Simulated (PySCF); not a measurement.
B(H)(Cl)2(OH2), H3BCl2O, singlet, B3LYP/def2-SVP optimised geometry. Atoms within 1.6 Å of the plane z = 0.0 Å (x, y, z in Å): B1 (-0.53, -0.44, 0.00), H2 (-1.03, -1.23, -0.74), Cl3 (-1.31, 1.23, 0.00), Cl4 (1.31, -0.44, 0.00), O5 (-0.87, -0.98, 1.54).

Method: B3LYP/def2-TZVP run with PySCF 2.14.0. Cells within 0.4 Å of a nucleus heavier than hydrogen are left out (blank, or x).

Map of the log10 of the electron density (e/bohr³), floored at −4 on the plane z = 0.0 Å:

```
|000000111111000000000000000|
|000011222222110000000000000|
|000123334433321000000000000|
|001234455554432100000000000|
|012345666665543210000000000|
|123456778776654321000000000|
|124567889987654322211100000|
|23456889x998765433322211000|
|2346789xxx98765444443321100|
|2346789xxx98765555554432100|
|234578999998765566666543210|
|234567889988766677777654321|
|123456778888777788988765321|
|123445677888878899998765421|
|0123445677xxx8899xxx9875431|
|0012345678xxx8899xxx9875431|
|00123456788x888899x99865421|
|000134567788777889998765321|
|000123556777666778887654321|
|000123456666655666766543210|
|000023345555544555555433210|
|000012334444433444444322100|
|000001223333322233333211000|
|000000112222111122221100000|
|000000000111000001100000000|
|000000000000000000000000000|
|000000000000000000000000000|
```
Scale: ten equal steps from -4.00 (start of '0') to -0.312 (end of '9'), in the order '0123456789'; x runs from -3.50 to 3.50, y from -3.50 (bottom) to 3.50 (top).
